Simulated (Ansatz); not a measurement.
Computed with Ansatz on PBE0-D4/def2-TZVP structures; ΔE is electronic, products minus reactants. CCSD(T)/CBS is the MP2 limit (def2-TZVPP, def2-QZVPP) plus CCSD(T) − MP2 in def2-TZVPP, frozen cores. DFT in def2-TZVPP. B3LYP here is the variant with VWN-RPA as its local correlation; programs differ in this. Elements past krypton have def2 core potentials. For Zr outer-core shells are correlated without core-valence functions, which leaves a few kJ/mol of doubt a bond. Each species was taken in one conformer, which may not be the lowest.

Reaction (substitution at a C–C bond): `CC(C)CCCl` + `[NH2][Zr]([Cl])([Cl])[Cl]` → `C[NH][Zr]([Cl])([Cl])[Cl]` + `CCCCCl`

| level | ΔE (eV) |
| --- | --- |
| r2SCAN-D4 | 0.36 |
| r2SCAN | 0.35 |
| B3LYP | 0.28 |
| CAM-B3LYP | 0.33 |
| HF/def2-SVP | 0.24 |
| CCSD/def2-SVP | 0.28 |
| CCSD/def2-TZVPP | 0.36 |
| HF/CBS(def2) | 0.30 |

Task: What does CCSD(T)/CBS give? (Estimate.)

Result: Ansatz gave: +0.38 eV. The listed levels differ from it by -0.02, -0.03, -0.10, -0.05, -0.14, -0.10, -0.02, -0.08 eV.

Largest T1 diagnostic among the species: 0.015.

In def2-TZVPP, CCSD(T) changes the Hartree–Fock value by +0.06 eV (the triples alone add +0.00 eV) and MP2 by +0.08 eV. The D4 term adds +0.04 eV with B3LYP and +0.02 eV with PBE0; it sums over pairs of atoms, weighted by their polarisabilities, and B3LYP, whose exchange is more repulsive, gets the larger term. Leaving LDA and LC-ωPBE aside and taking each functional with its dispersion term where it has one, the values, not all of them listed here, spread over 0.09 eV, from BLYP-D4 to ωB97M-V. LDA lies +0.09 eV from PBE without D4.
